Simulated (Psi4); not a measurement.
Level of theory: SAPT0/jun-cc-pVDZ, frozen core in Psi4.

Psi4 input:

```
molecule {
0 1
C -1.27173352 -0.05278928 0.21890546
C 0.05203901 0.58012308 -0.20206392
C 1.23310908 -0.37772728 -0.06895676
H -2.10264300 0.64773759 0.11641271
H -1.23640813 -0.37824298 1.26160299
H -1.49809315 -0.93046080 -0.39171160
H 0.23735853 1.47282501 0.40268325
H -0.02228794 0.92476665 -1.23776373
H 1.35045695 -0.71385774 0.96430966
H 2.16914748 0.09366717 -0.37435651
H 1.08905469 -1.26604142 -0.68906155
--
0 1
Al -0.38503458 -0.87782048 -2.73686982
H -0.51448785 -2.35160971 -2.18168483
H 1.02942161 -0.31409260 -3.15944209
H -1.67004440 0.03224135 -2.86947210
units angstrom
symmetry c1
no_reorient
no_com
}
set basis jun-cc-pvdz
set scf_type df
set freeze_core true
energy('sapt0')
```

Part of the output:

```
    SAPT Results
  --------------------------------------------------------------------------------------------------------
    Electrostatics                 -8.81770007 [mEh]      -5.53319033 [kcal/mol]     -23.15086834 [kJ/mol]
      Elst10,r                     -8.81770007 [mEh]      -5.53319033 [kcal/mol]     -23.15086834 [kJ/mol]

    Exchange                       28.06901263 [mEh]      17.61357134 [kcal/mol]      73.69518251 [kJ/mol]
      Exch10                       28.06901263 [mEh]      17.61357134 [kcal/mol]      73.69518251 [kJ/mol]
      Exch10(S^2)                  27.81329594 [mEh]      17.45310670 [kcal/mol]      73.02379843 [kJ/mol]

    Induction                      -7.29922919 [mEh]      -4.58033547 [kcal/mol]     -19.16412360 [kJ/mol]
      Ind20,r                     -13.28599347 [mEh]      -8.33708677 [kcal/mol]     -34.88237106 [kJ/mol]
      Exch-Ind20,r                  8.46138888 [mEh]       5.30960169 [kcal/mol]      22.21537345 [kJ/mol]
      delta HF,r (2)               -2.47462460 [mEh]      -1.55285038 [kcal/mol]      -6.49712599 [kJ/mol]

    Dispersion                     -9.27530100 [mEh]      -5.82033925 [kcal/mol]     -24.35229943 [kJ/mol]
      Disp20                      -10.90770223 [mEh]      -6.84468649 [kcal/mol]     -28.63816826 [kJ/mol]
      Exch-Disp20                   1.63240123 [mEh]       1.02434724 [kcal/mol]       4.28586883 [kJ/mol]
      Disp20 (SS)                  -5.45385112 [mEh]      -3.42234324 [kcal/mol]     -14.31908413 [kJ/mol]
      Disp20 (OS)                  -5.45385112 [mEh]      -3.42234324 [kcal/mol]     -14.31908413 [kJ/mol]
      Exch-Disp20 (SS)              0.96684614 [mEh]       0.60670511 [kcal/mol]       2.53845420 [kJ/mol]
      Exch-Disp20 (OS)              0.66555508 [mEh]       0.41764212 [kcal/mol]       1.74741463 [kJ/mol]

  Total HF                         11.95208337 [mEh]       7.50004555 [kcal/mol]      31.38019057 [kJ/mol]
  Total SAPT0                       2.67678237 [mEh]       1.67970630 [kcal/mol]       7.02789114 [kJ/mol]
```
